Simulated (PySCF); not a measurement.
Compound: C4H4B2Cl2.
SMILES with atom numbers: `[BH2:1][C:2](=[C:3]=[C:4]=[CH2:5])[B:6]([Cl:7])[Cl:8]` (hydrogens: H9, H10 on B1; H11, H12 on C5)

Theory: core-valence-separated Tamm–Dancoff BHandHLYP/aug-pcX-1 (pcseg-1 on H, def2-SVPD on Cl) in PySCF, non-relativistic, gas phase, PBE0-D3(BJ)/def2-SVP geometry. The energies are unshifted.

(1) Give energies, oscillator strengths and core holes at the B K edge.

(2) Give energies, oscillator strengths and core holes at the C K edge.

Answers

(1) 
| E (eV) | f | core hole on | main final orbital | polarisation |
| --- | --- | --- | --- | --- |
| 185.27 | 0.0790 | B1 | LUMO+1 (42 %) | out of plane |
| 188.06 | 0.0845 | B6 | LUMO+1 (41 %) | out of plane |
| 188.60 | 0.0069 | B1 | LUMO (57 %) | out of plane |
| 191.12 | 0.0086 | B6 | LUMO (61 %) | out of plane |
| 191.16 | 0.0032 | B1 | LUMO+2 (33 %) | in plane |
| 191.42 | 0.0127 | B1 | LUMO+6 (40 %) | in plane |
| 191.55 | 0.0001 | B1 | LUMO+5 (61 %) | – |
| 191.76 | 0.0059 | B1 | LUMO+4 (42 %) | in plane |
| 191.80 | 0.0086 | B1 | LUMO+7 (44 %) | in plane |
| 192.15 | 0.0089 | B1 | LUMO+8 (32 %) | out of plane |
| 192.28 | 0.0043 | B1 | LUMO+2 (33 %) | in plane |

The first line with a tenth or more of the strongest one's intensity is at 185.27 eV (f = 0.079), with the hole on B1 (three-coordinate boron), polarised out of plane. The strongest listed is at 188.06 eV (f = 0.085; B6).

(2) 
```csv
E (eV),f,core hole on,main final orbital,polarisation
281.37,0.0281,C2,LUMO (90 %),out of plane
281.72,0.1074,C3 + C5,"LUMO (2 roots, f summed)",out of plane
281.96,0.0333,C4,LUMO (87 %),out of plane
284.04,0.0016,C2,LUMO+1 (95 %),out of plane
284.07,0.0591,C4,spread,in plane
284.56,0.0649,C3,LUMO+9 (33 %),in plane
285.09,0.0341,C2,LUMO+5 (40 %),out of plane
285.86,0.0002,C2,LUMO+9 (30 %),–
285.99,0.0431,C4,LUMO+8 (44 %),out of plane
286.49,0.0004,C2,LUMO+2 (45 %),–
286.77,0.0000,C3,LUMO+1 (98 %),–
286.81,0.0171,C5,LUMO+6 (36 %),in plane
286.83,0.0005,C4,LUMO+1 (98 %),–
286.89,0.0067,C5,LUMO+2 (76 %),in plane
286.93,0.0002,C4,LUMO+2 (83 %),–
287.21,0.0020,C2,LUMO+2 (33 %),in plane
287.44,0.0010,C2,LUMO+4 (64 %),in plane
```

The first line with a tenth or more of the strongest one's intensity is at 281.37 eV (f = 0.028), with the hole on C2 (outer carbon of cumulated double bonds), polarised out of plane: a 1s→π* resonance. The strongest listed is at 281.72 eV (f = 0.107, sum of 2; C3 + C5).

Roots within 0.03 eV whose holes lie on the same, on equivalent or on shared atoms are summed into one line, and the highest roots are left out, as the search may have cut off their partners. Final orbitals are the ground state's empty Kohn–Sham orbitals. A dash: too weak, shared between unlike atoms, or no plane or axis to refer to.

Problem. What are the wavelength and the wavenumber of the 188.06 eV line?

Solution. λ = 12398.42 eV Å/188.06 eV = 65.928 Å; 1.5168 × 10⁶ cm⁻¹.

The ionisation thresholds weren't computed; near and above them a finite basis only mimics Rydberg series and continuum.

The values belong to the conformer `[BH2:1][C:2](=[C:3]=[C:4]=[CH2:5])[B:6]([Cl:7])[Cl:8]`: B1–C2–B6–Cl7 1°.
